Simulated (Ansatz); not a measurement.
Input for Ansatz (an electronic-structure program): R-CCSD(T)/aug-cc-pV(T+d)Z on FHO2S (a complex). Files ending in .json are basis or fitting sets from the Basis Set Exchange.

Ansatz 0.2 input:
```yaml
crystal:
  periodic: [false, false, false]
  atoms:
    - {symbol: F, position_ang: [0.35084368, 0.50696988, -0.65679428]}
    - {symbol: H, position_ang: [0.08404084, 0.72411377, 0.21057448]}
    - {symbol: O, position_ang: [-0.33595288, 0.66260681, 2.00924566]}
    - {symbol: S, position_ang: [-0.19430013, -0.57048940, 2.75158564]}
    - {symbol: O, position_ang: [-0.53505073, -0.55502942, 4.14432633]}
basis:
  gaussian:
    orbitals: aug-cc-pV_T+d_Z.json
magnetization: {spin_polarized: false}
correlation: {method: ccsd_t, electrons: outside_noble_gas}
scf: {lower_state_search: off}
```

The head of its log:

```
WARN ansatz: RAYON_NUM_THREADS=1 ignored (pool sized by the plan → 1); use --threads N
Functional definition: HF
these checks for a lower state are left out or cut short: stability, starts, cluster_reference, orbital_swaps, neighbouring_geometries, increment
integrals: 1.02 GiB planned
1311 factors; integrals over basis functions are off by at most 1.2e-3 eV
mean field: 0.65 GiB planned
mean field evaluation 1: about -17610.9460 eV, gradient 5.1e1 eV
mean field evaluation 2: about -17611.1663 eV, gradient 5.2e1 eV
mean field evaluation 4: about -17615.8125 eV, gradient 4.1e0 eV
mean field evaluation 8: about -17615.8747 eV, gradient 6.4e-1 eV
mean field -17615.87597177 eV, -647.3715014930 hartree, gradient 1.8e-6 eV, S^2 0.000000; 0 other end points of the search recorded, 0 dependent functions left out
8 core orbitals not correlated
reference -17615.87597177 eV, -647.3715014930 hartree; 13, 13 occupied and 195, 195 virtual orbitals, 1311 factors
```

Question: Give the final energy of this run.

Answer: -648.3632 hartree (reference determinant -647.3715, T1 diagnostic 0.019).
